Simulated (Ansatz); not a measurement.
Species: C4H10O (charge 0, singlet). 
Geometry from a B3LYP-D3(BJ)/def2-TZVP (Ansatz, a first-principles code) optimisation:
```
C
H 1 1.1007
O 1 1.4264 2 108.24
C 3 1.4095 1 114.85 2 -47.86
H 4 1.0893 3 107.06 1 172.43
H 4 1.0959 5 108.52 3 -121.71
H 4 1.0982 5 108.86 6 -117.86
C 1 1.5180 2 109.15 3 115.45
H 8 1.0900 1 110.46 2 -59.15
H 8 1.0911 9 108.75 1 -121.61
H 8 1.0917 9 108.33 10 -117.72
C 1 1.5254 2 108.90 3 -121.92
H 12 1.0904 1 111.90 2 57.96
H 12 1.0916 13 107.61 1 121.31
H 12 1.0919 13 108.43 14 117.16
```
Charge 0, spin multiplicity 1.

Quantity: vertical triplet-singlet gap (E(triplet) - E(singlet); each state is the SCF solution reached for its spin), in kcal/mol. Correlated levels leave the core frozen unless marked. UHF or UKS for open shells. No spin-orbit coupling. Non-relativistic. CBS marks a two-point X^-3 extrapolation of the correlation energy; Hartree-Fock from the larger set. The bracket is a focal-point correction in the basis named.

```tsv
level	program	vertical triplet-singlet gap (kcal/mol)
PBE/def2-TZVPD	Ansatz	143.2
r2SCAN/def2-TZVPD	Ansatz	149.3
PBE0/def2-TZVPD	Ansatz	152.3
BHLYP/def2-TZVPD	Ansatz	…
CAM-B3LYP/def2-TZVPD	Ansatz	158.2
B2PLYP/def2-TZVPD	Ansatz	158.1
RI-MP2/CBS(aug-cc-pVTZ,aug-cc-pVQZ)+[CCSD(T)-MP2]/aug-cc-pVTZ	Ansatz	…
```

Q: Fill in the missing entries.

A: 
- BHLYP/def2-TZVPD, vertical triplet-singlet gap (kcal/mol): 157.4
- RI-MP2/CBS(aug-cc-pVTZ,aug-cc-pVQZ)+[CCSD(T)-MP2]/aug-cc-pVTZ, vertical triplet-singlet gap (kcal/mol): 158.7
